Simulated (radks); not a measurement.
Q: Sc IV, configuration [Ar] (the NIST ground configuration). Calculated with a radial shooting solver on a logarithmic mesh with Libxc functionals: scalar-relativistic Kohn-Sham, PBE, spin-polarised, spherical densities, finite nucleus; Fermi nuclear charge, rms radius 3.5459 fm. Some entries of the table are withheld. Estimate them.

orbital,occ.,eigenvalue (hartree),<1/r> (bohr^-1)
1s,2,-162.7925,(1)
2s,2,-18.65142,4.296
2p,6,-15.48646,4.199
3s,2,-3.17624,(2)
3p,6,-2.37410,(3)
3d,0,-1.18704,0.9360
4s,0,-0.91593,(4)

A: 
(1) 1s <1/r> (bohr^-1): 20.77
(2) 3s <1/r> (bohr^-1): 1.327
(3) 3p <1/r> (bohr^-1): 1.208
(4) 4s <1/r> (bohr^-1): 0.4923
